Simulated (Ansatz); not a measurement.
Consider the substitution at a C–Si bond: `C[SiH2]NCO` + `[OH][In]([OH])[OH]` → `C[O][In]([OH])[OH]` + `OCN[SiH3]`.

Isolated molecules relaxed with PBE0-D4/def2-TZVP in Ansatz; ΔE leaves out vibrations. CBS: MP2 limit from def2 TZ/QZ plus the TZ coupled-cluster correction, frozen cores. DFT in def2-TZVPP. def2 core potentials past Kr. For In outer-core shells are correlated without core-valence functions, which leaves a few kJ/mol of doubt a bond. Each species was taken in one conformer, which may not be the lowest.

`C[SiH2]NCO`:

Z-matrix (Å, degrees):
```
C
Si 1 1.868
H 1 1.094 2 110.5
H 1 1.093 2 111.0 3 -119.7
H 1 1.093 2 111.1 3 120.0
N 2 1.722 1 115.4 3 179.3
H 2 1.491 1 108.3 3 59.3
H 2 1.488 1 109.2 3 -60.7
C 6 1.429 2 125.2 1 -78.0
H 6 1.008 2 120.2 1 91.8
O 9 1.408 6 113.1 2 -123.8
H 9 1.100 6 107.9 2 -0.7
H 9 1.095 6 112.4 2 118.0
H 11 0.962 9 107.1 6 51.5
```

`[OH][In]([OH])[OH]`:

Z-matrix (Å, degrees):
```
In
O 1 1.973
O 1 1.973 2 120.0
O 1 1.972 2 120.0 3 -180.0
H 2 0.961 1 112.1 3 0.0
H 3 0.961 1 112.1 2 -180.0
H 4 0.961 1 112.2 2 0.0
```

`C[O][In]([OH])[OH]`:

Z-matrix (Å, degrees):
```
C
O 1 1.408
H 1 1.097 2 112.7
H 1 1.097 2 112.7 3 122.3
H 1 1.095 2 108.0 3 -118.9
In 2 1.971 1 122.2 3 -61.1
O 6 1.973 2 120.3 1 0.0
O 6 1.973 2 119.5 1 -180.0
H 7 0.961 6 111.9 2 180.0
H 8 0.961 6 112.0 2 0.0
```

`OCN[SiH3]`:

Z-matrix (Å, degrees):
```
C
N 1 1.432
O 1 1.405 2 112.6
H 1 1.100 2 107.8 3 123.0
H 1 1.095 2 112.6 3 -118.2
Si 2 1.720 1 124.6 3 -131.5
H 2 1.009 1 113.6 3 66.4
H 3 0.962 1 107.2 2 51.8
H 6 1.492 2 115.2 1 -74.4
H 6 1.487 2 108.0 1 45.4
H 6 1.485 2 107.6 1 165.3
```

| level | ΔE (eV) |
| --- | --- |
| r2SCAN-D4 | 1.15 |
| ωB97X-V | 1.10 |
| ωB97M-V | 1.16 |
| PBE | 1.11 |
| HF/def2-TZVPP | 0.99 |
| SCS-MP2/def2-TZVPP | 1.11 |
| HF/def2-QZVPP | 0.98 |
| CCSD/CBS(def2) | 1.15 |

(1) What does CCSD(T)/CBS give? (Estimate.)

Largest T1 diagnostic among the species: 0.017.

Results:

(1) Computed: +1.16 eV. The listed levels differ from it by -0.01, -0.06, 0.00, -0.05, -0.17, -0.05, -0.18, -0.01 eV.

In def2-TZVPP, CCSD(T) changes the Hartree–Fock value by +0.14 eV (the triples alone add +0.01 eV) and MP2 by +0.21 eV.
